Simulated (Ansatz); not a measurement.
Consider the redistribution: `[CH3][AlH][BH]O` + `[CH3][Al]([OH])[SiH3]` → `[CH3][Al]([SiH3])[BH]O` + `[CH3][AlH][OH]`.

Computed with Ansatz on PBE0-D4/def2-TZVP structures; ΔE is electronic, products minus reactants. CCSD(T)/CBS adds triple-zeta CCSD(T) − MP2 to the extrapolated MP2 energy (def2 sets, frozen cores). One conformer a species, not always the lowest.

| species | MP2/def2-TZVPP energy (Eh) |
| --- | --- |
| `[CH3][AlH][BH]O` | -383.50766 |
| `[CH3][Al]([OH])[SiH3]` | -648.41565 |
| `[CH3][Al]([SiH3])[BH]O` | -673.74027 |
| `[CH3][AlH][OH]` | -358.18486 |

(1) Work out ΔE.

Largest T1 diagnostic among the species: 0.014.

Results:

(1) ΔE = (-673.74027) + (-358.18486) − (-383.50766) − (-648.41565) = -0.00182 Eh = -4.8 kJ/mol. CCSD(T)/CBS gives -4.7 kJ/mol.

In def2-TZVPP, CCSD(T) changes the Hartree–Fock value by −4.4 kJ/mol (the triples alone add −0.8 kJ/mol) and MP2 by −4.6 kJ/mol. Leaving LDA and LC-ωPBE aside and taking each functional with its dispersion term where it has one, the values, not all of them listed here, spread over 2.7 kJ/mol, from B97M-V to B2PLYP.
